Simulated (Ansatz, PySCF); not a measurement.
System: sum formula H4B2O, net charge 0, singlet state. 
Coordinates optimised at B3LYP-D3(BJ)/def2-TZVP (Ansatz, a program for electronic structure):
```xyz
7

O      0.0000     0.0000     0.0000
B     -1.1648    -0.6508     0.0037
H     -1.6766    -0.9097    -1.0426
H     -1.6484    -0.9481     1.0533
B      1.1648     0.6508    -0.0037
H      1.1514     1.8438     0.0183
H      2.1736     0.0140    -0.0289
```
Charge 0, spin multiplicity 1.

Total electronic energies in hartree. Valence correlation only, unless marked. No spin-orbit coupling. Non-relativistic. CBS(X,Y): correlation extrapolated as X^-3; Hartree-Fock from the larger set. The bracket is a focal-point correction in the basis named.

```json
[
 {"level": "M06-L/def2-TZVPD", "program": "PySCF", "energy (Eh)": "-127.41309"},
 {"level": "B97M-V/def2-TZVPD", "program": "Ansatz", "energy (Eh)": "-127.41959"},
 {"level": "PBE0/def2-TZVPD", "program": "Ansatz", "energy (Eh)": "?"},
 {"level": "MN15-D3(BJ)/def2-TZVPD", "program": "PySCF + dftd3", "energy (Eh)": "?"},
 {"level": "HSE06/def2-TZVPD", "program": "Ansatz", "energy (Eh)": "-127.25558"},
 {"level": "B2PLYP/def2-TZVPD", "program": "Ansatz", "energy (Eh)": "?"},
 {"level": "RI-MP2/cc-pVTZ", "program": "Ansatz", "energy (Eh)": "-127.10730"},
 {"level": "CCSD(T)/aug-cc-pVDZ", "program": "Ansatz", "energy (Eh)": "-127.03701"},
 {"level": "RI-MP2/CBS(aug-cc-pVTZ,aug-cc-pVQZ)+[CCSD(T)-MP2]/aug-cc-pVTZ", "program": "Ansatz", "energy (Eh)": "-127.2165"}
]
```

### Question
Complete the blanks.

### Answer

- PBE0/def2-TZVPD, energy (Eh): -127.26303
- MN15-D3(BJ)/def2-TZVPD, energy (Eh): -127.29247
- B2PLYP/def2-TZVPD, energy (Eh): -127.32104
